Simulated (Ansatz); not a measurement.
`[CH3][SnH]([OH])[Br]` → HBr + `[CH3][Sn][OH]`  (stannylene formation by 1,1-elimination)

Computed with Ansatz on PBE0-D4/def2-TZVP structures; ΔE is electronic, products minus reactants. CCSD(T)/CBS is the MP2 limit (def2-TZVPP, def2-QZVPP) plus CCSD(T) − MP2 in def2-TZVPP, frozen cores. Functionals use def2-TZVPP. def2 core potentials past Kr. For Br, Sn outer-core shells are correlated without core-valence functions, which leaves a few kJ/mol of doubt a bond. Scalar relativity is left out up to krypton. Each species was taken in one conformer, which may not be the lowest.

```json
{"level": "revPBE-D4", "ΔE (kcal/mol)": "26.6"}
{"level": "PBE", "ΔE (kcal/mol)": "27.1"}
{"level": "revPBE", "ΔE (kcal/mol)": "24.1"}
{"level": "MP2/CBS(def2)", "ΔE (kcal/mol)": "34.3"}
```

Task: What does CCSD(T)/CBS give? (An estimate is asked.)

Result: The calculation gave: +33.7 kcal/mol. The listed levels differ from it by -7.1, -6.6, -9.6, 0.6 kcal/mol.

Largest T1 diagnostic among the species: 0.016.

At CCSD(T), def2-SVP lies −2.6 kcal/mol from the extrapolated value and def2-TZVPP −1.6 kcal/mol. Leaving LDA and LC-ωPBE aside and taking each functional with its dispersion term where it has one, the values, not all of them listed here, spread over 12.2 kcal/mol, from BLYP-D4 to PBE-QIDH. LDA lies +6.6 kcal/mol from PBE without D4.
